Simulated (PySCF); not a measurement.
# Pm(OH)3 at several levels of theory

Computed with PySCF 2.14.0 (density fitting, no spin-orbit coupling) at the geometry relaxed with PBE0:

```xyz
7
Pm(OH)3 (singlet in the valence; each metal's 4f electrons, 4 of them, lie in its core potential, out of spins and levels)
Pm    0.0000    0.0000   -0.0905
O     2.0987    0.0000    0.1069
H     3.0429    0.0000    0.2607
O    -1.0493    1.8175    0.1069
H    -1.5214    2.6352    0.2607
O    -1.0494   -1.8175    0.1069
H    -1.5214   -2.6352    0.2607
```

```tsv
level	basis	state	HOMO (eV)	gap (eV)	charge on Pm1 (e)	population of f-type functions on Pm1 (polarisation alone where 4f lies in the core)	dipole about the centre of mass (D)	largest force component (eV/Å)
PBE0	Pm lcecp-1-SVP with ECP50, O def2-SVP, H def2-SVP	singlet	-7.53	6.28	1.11	0.11	0.72	0.01
M06-L	the same	singlet	-6.00	5.20	1.25	0.10	0.76	0.31
PBE0	Pm lcecp-1-TZVP with ECP50, O def2-TZVP, H def2-TZVP	singlet	-7.81	6.50	1.63	0.12	0.82	0.28
```

In the lcecp rows the 4f levels are missing from HOMO and gap, and the state counts the valence alone.

Charges are Mulliken's, which hang on the basis. The relaxation used the grid (50, 194), these runs (75, 302) or, all-electron (x2c bases, spin-free X2C Hamiltonian), (99, 590).

Q: What does revPBE with Pm lcecp-1-SVP with ECP50, O def2-SVP, H def2-SVP give here?

A: state singlet, HOMO (eV) -5.79, gap (eV) 3.96, charge on Pm1 (e) 0.92, population of f-type functions on Pm1 (polarisation alone where 4f lies in the core) 0.11, dipole about the centre of mass (D) 0.66, largest force component (eV/Å) 0.59. Time: 3.5 s on 2 threads of Arm Neoverse V2, on a shared host, from an already converged density.

In the first row's basis the gap widens with exact exchange: 4.0 to 5.2 eV for revPBE, M06-L (none); 6.3 eV for PBE0 (a fixed share).

An lcecp potential fixes the number of 4f electrons, so in runs with it no electron can move into or out of that shell.
